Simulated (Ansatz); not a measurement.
The cation of C4H10O2Si, SMILES `CC(C)(C)O[Si]O` at the neutral geometry.

```yaml
crystal:
  periodic: [false, false, false]
  atoms:
    - {symbol: C, position_ang: [1.232995, 0.975811, 0.382623]}
    - {symbol: C, position_ang: [0.181190, -0.107908, 0.195404]}
    - {symbol: C, position_ang: [0.819236, -1.380561, -0.338600]}
    - {symbol: C, position_ang: [-0.541180, -0.378983, 1.505603]}
    - {symbol: O, position_ang: [-0.814696, 0.283481, -0.751602]}
    - {symbol: Si, position_ang: [-1.010457, 1.661003, -1.644669]}
    - {symbol: O, position_ang: [-2.393277, 1.253673, -2.442760]}
    - {symbol: H, position_ang: [1.978648, 0.648414, 1.110466]}
    - {symbol: H, position_ang: [1.746919, 1.193935, -0.556796]}
    - {symbol: H, position_ang: [0.784320, 1.902760, 0.748224]}
    - {symbol: H, position_ang: [0.056917, -2.144753, -0.501254]}
    - {symbol: H, position_ang: [1.556886, -1.768907, 0.367237]}
    - {symbol: H, position_ang: [1.320079, -1.185458, -1.289359]}
    - {symbol: H, position_ang: [-1.315672, -1.134275, 1.359731]}
    - {symbol: H, position_ang: [0.157036, -0.738036, 2.265021]}
    - {symbol: H, position_ang: [-1.014638, 0.533198, 1.875217]}
    - {symbol: H, position_ang: [-2.763203, 0.386202, -2.244187]}
basis:
  gaussian: {orbitals: def2-TZVPP}
total_charge: 1
magnetization: {spin_polarized: true, initial_magnetization: 1}
hamiltonian: {xc: {name: wB97X-V}}
```

```sh
$ ansatz run in.yaml --threads 2 --pin off --events-out ev --progress --plain --max-ram 32768MiB --backend cuda --devices 0, --max-vram 18GiB
```

Shortened log:

```
Functional definition: wB97X-V
1903 factors; their error is unknown
472 factors; integrals over basis functions are off by at most 7.9e-6 eV
mean field evaluation 1: about -16257.7569 eV, gradient 6.7e1 eV
mean field evaluation 2: about -16247.6879 eV, gradient 8.6e1 eV
mean field evaluation 4: about -16275.6808 eV, gradient 5.7e0 eV
mean field evaluation 8: about -16275.8182 eV, gradient 2.3e-1 eV
mean field evaluation 16: about -16275.8009 eV, gradient 2.2e-3 eV
mean field -16275.80093438 eV, -598.1246522045 hartree, gradient 8.3e-5 eV, S^2 0.756386; 2 other end points of the search recorded, 0 dependent functions left out
reference -16275.80093232 eV, -598.1246521286 hartree; 32, 31 occupied and 336, 337 virtual orbitals, 1903 factors
Total energy: -16275.80093232 eV, -598.1246521286 hartree
```

Hardware: 2 threads of an AMD EPYC 7R13 on a shared host and a share of an NVIDIA H100 80 GB. Wall time 21 s, peak host memory 1.1 GiB.
